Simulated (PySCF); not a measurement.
Species: C₅H₁₁PSi.
Atom-mapped SMILES: `[CH3:1][SiH2:2][P:3]1[CH2:4][CH:5]=[CH:6][CH2:7]1`

Cartesian coordinates in Å at the GFN2-xTB level; atoms count from 1:
```
atom  x, y, z in Å
C1     2.8781   -0.0595   -0.7546
Si2    1.2441    0.8624   -0.4617
P3     0.1328   -0.2176    1.1679
C4    -1.3992    0.8521    1.1479
C5    -2.2313    0.3609    0.0056
C6    -1.8981   -0.8090   -0.5083
C7    -0.7278   -1.5032    0.1141
H8     3.5332    0.5201   -1.3959
H9     3.3981   -0.2353    0.1823
H10    2.7208   -1.0237   -1.2289
H11    0.5286    1.0000   -1.7410
H12    1.5105    2.2160    0.0482
H13   -1.9446    0.7310    2.0912
H14   -1.1357    1.9084    1.0586
H15   -3.0702    0.9528   -0.3255
H16   -2.4318   -1.2928   -1.3117
H17   -1.0716   -2.3270    0.7510
H18   -0.0448   -1.9294   -0.6240
```

Definitions: NICS(0) = −σiso at the ring centroid; NICS(1) = −σiso and NICS(1)zz = −σzz at ±1 Å along the ring normal z. Level: GIAO PBE0/pcSseg-1 (PySCF, non-relativistic, gas phase) on the GFN2-xTB geometry, one conformer.

Ring bond lengths (Å), with Mayer bond orders in brackets: P3–C4 1.869 (0.96), C4–C5 1.496 (1.01), C5–C6 1.321 (1.91), C6–C7 1.496 (1.01), C7–P3 1.872 (0.96).

What do the NICS probes read (ppm)?

```
          ring                                                     type  NICS(0)  NICS(1), two faces  NICS(1)zz, two faces  rms pucker (Å)  centre to ring atoms, mean (Å)
P3–C4–C5–C6–C7  5-membered ring with P; formal bonds 1 double, 4 single     -4.2         -3.1 / -4.5           -4.6 / -6.0            0.11                            1.36
```

What do they say, and how far can they be read as aromaticity?

- P3–C4–C5–C6–C7: mean NICS(1)zz -5.3 ppm, shielded. C4, C7 have four or more neighbours, so the value isn't read as a sign of a π ring current.

At the second NICS(1) probe listed for ring P3–C4–C5–C6–C7, 1 Å off the ring, how large is the induced field along the normal in 14.1 T applied along it?

NICSzz × B0 = -6.0 ppm × 14.1 T = -85 μT, against the applied field.

List the ring angles and the Hirshfeld charges of the ring atoms.

- P3–C4–C5–C6–C7: P3 90.6° (+0.053 e), C4 106.0° (-0.114 e), C5 116.6° (-0.051 e), C6 116.5° (-0.052 e), C7 106.0° (-0.114 e); sum 535.7° against 540° for a flat convex ring.

How shielded are the nuclei of the rings and their hydrogens (means over atoms taken as equivalent)?

| atoms | environment | σ isotropic (ppm) | principal values of the symmetric part, first atom (ppm) |
| --- | --- | --- | --- |
| P3 | three-coordinate phosphorus | 427.8 | 325.4, 456.0, 501.9 |
| C4 (×2) | sp3 carbon bound to phosphorus | 154.4 | 127.8, 154.9, 179.3 |
| C5 (×2) | alkene CH carbon | 47.6 | -59.8, 58.4, 142.4 |
| H13 (×4) | methylene hydrogen | 29.03 | 23.4, 26.3, 36.6 |
| H15 (×2) | vinylic hydrogen | 25.57 | 23.1, 25.9, 27.5 |
